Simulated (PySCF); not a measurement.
An unknown is described by computed data only.

Formula: C4H10AlF.

* Triplet: lowest triplet excitation (Tamm–Dancoff): 5.35 eV [TDA CAM-B3LYP/def2-SVPD]
* 13C NMR: chemical shifts (computed TMS as zero) by class: 10.0 (2 C), 4.0 (2 C) ppm [GIAO B3LYP/pcSseg-1 (pcSseg-2 on Al)]
* Rotational structure: rotational constants A, B, C: 5.453, 1.361, 1.128 GHz [PBE0-D3(BJ)/def2-SVP]
* Polarisability: 73.9 au [CAM-B3LYP/def2-SVPD]
* UV, strongest line: among the 15 lowest singlet transitions: S7 at 8.25 eV (150 nm, f = 0.196) [TDDFT CAM-B3LYP/def2-SVPD]
* XPS: C1s 289.8 (×2), C1s 290.6 (×2), F1s 691.1, Al1s 1566.9 eV [ΔSCF SCAN, pcX-2 on the ionised atom, pcseg-1 elsewhere, spin-free X2C]

The electronic properties come from PySCF, for the isolated species, density fitting. Levels stand in brackets. Isolated species at its PBE0-D3(BJ)/def2-SVP geometry (one conformer only). Each NMR value is the plain mean over a class of atoms that symmetry, rotation or inversion makes alike.

Q: Propose a structure and show how it fits.

A: 4 carbons fall into 2 classes; from least to most shielded: carbon bonded to C and 3 H (10.0 ppm, 2 C), carbon bonded to Al, C and 2 H (4.0 ppm, 2 C). The core levels belong to: C1s 289.8 eV, carbon bonded to Al, C and 2 H; C1s 290.6 eV, carbon bonded to C and 3 H; F1s 691.1 eV, fluorine bonded to Al; Al1s 1566.9 eV, aluminium bonded to 2 C and F. One atom of each topological class was ionised and stands for its class. By its constants the optimised geometry is an asymmetric top. Structure: AlEt2F, `[F][Al]([CH2]C)[CH2]C`. The assignments are read from this structure; whether some other isomer fits the data as well wasn't checked.
